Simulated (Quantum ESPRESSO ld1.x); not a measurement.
Results of a calculation; reference values are marked as such.
Se3.75+, configuration [Ar] 3d10 4s2 4p0.25 (fractional occupations, a model configuration). Level of theory: Dirac Kohn-Sham, PBE, spin-unpolarised, spherical densities, point nucleus; open shells are shared between the two j in proportion to 2j + 1 (ld1.x of Quantum ESPRESSO 7.5).

Unscreened Slater integrals over Kohn-Sham orbitals (cm^-1). Large and small components are both included.

F0(4p3/2,4p3/2): 108280
F2(4p3/2,4p3/2): 57761
F0(4p3/2,4p1/2): 108990
G2(4p3/2,4p1/2): 58088
F0(4p3/2,4s1/2): 114880
G1(4p3/2,4s1/2): 77475
F0(4p3/2,3d5/2): 139080
F2(4p3/2,3d5/2): 31622
G1(4p3/2,3d5/2): 11291
G3(4p3/2,3d5/2): 10377
F0(4p1/2,4p1/2): 109720
F0(4p1/2,4s1/2): 115780
G1(4p1/2,4s1/2): 78653
F0(4p1/2,3d5/2): 140750
G3(4p1/2,3d5/2): 10709
F0(4s1/2,4s1/2): 123220
F0(4s1/2,3d5/2): 155580
G2(4s1/2,3d5/2): 14979
F0(3d5/2,3d5/2): 322110
F2(3d5/2,3d5/2): 153210
F4(3d5/2,3d5/2): 96168
